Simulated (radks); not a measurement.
Task: The mean radii <r> (bohr) of the occupied orbitals of an atom or ion are listed with their occupations. All-electron calculation, Dirac Kohn-Sham, BLYP, spin-unpolarised, spherical densities, finite nucleus; Fermi nuclear charge, rms radius of each element as measured or else 0.836 A^(1/3) + 0.57 fm. Program: a radial shooting solver on a logarithmic mesh with Libxc functionals.

orbital  occ.      <r>
1s1/2       2  0.01899
2s1/2       2  0.07977
2p1/2       2  0.06612
2p3/2       4  0.07384
3s1/2       2   0.2082
3p1/2       2   0.1981
3p3/2       4   0.2125
3d3/2       4   0.1863
3d5/2       6   0.1908
4s1/2       2   0.4682
4p1/2       2   0.4746
4p3/2       4   0.5075
4d3/2       4   0.5286
4d5/2       6   0.5401
5s1/2       2    1.131
5p1/2       2    1.254
5p3/2       4    1.357
4f5/2       6   0.6676
4f7/2       8   0.6797
5d3/2       1    1.929

Name the element and its charge. Open shells, if any, fill j = l - 1/2 first.

Result: Z = 72, hafnium, charge +3: Hf3+ in [Xe] 4f14 5d1. The 1s radius gives Z: for a bare nucleus <r> = (2 gamma + 1)/(2Z) with gamma = sqrt(1 - (Z/c)^2), 0.01876 bohr for Z = 72, and screening makes it slightly larger (0.01899 here). The occupations add up to 69, and the charge is Z minus that.
